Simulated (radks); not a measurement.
Valence configurations of Cr III (all share [Ar]). Method: non-relativistic Kohn-Sham, r2SCAN, spin-unpolarised, spherical densities, point nucleus; meta-GGA in the generalised Kohn-Sham scheme; computed with a radial shooting solver on a logarithmic mesh with Libxc functionals. Energies are relative to 3d4; eigenvalues in eV.

3d4: E (eV) 0.000; e(3d) -22.731
3d2 4s2: E (eV) 16.765; e(3d) -35.192; e(4s) -22.909
3d3 4s1: E (eV) 6.615; e(3d) -28.632; e(4s) -20.438
3d3 4p1: E (eV) 12.106; e(3d) -29.749; e(4p) -15.389
3d2 4s1 4p1: E (eV) 22.956; e(3d) -36.267; e(4p) -17.267; e(4s) -23.384
3d3.5 4p0.5: E (eV) 5.517; e(3d) -26.171; e(4p) -14.131
3d2 4p2: E (eV) 29.022; e(3d) -37.327; e(4p) -17.728
3d1 4s1 4p2: E (eV) 44.885; e(3d) -44.409; e(4p) -19.443; e(4s) -26.116
3d3 4s0.5 4p0.5: E (eV) 9.390; e(3d) -29.197; e(4p) -15.126; e(4s) -20.592
3d2 4s0.5 4p1.5: E (eV) 26.000; e(3d) -36.800; e(4p) -17.510; e(4s) -23.573

NIST lists [Ar] 3d4 as the ground configuration; this level of theory agrees among the configurations tried. The energies are those of spherical spin-averaged densities, not of single terms.
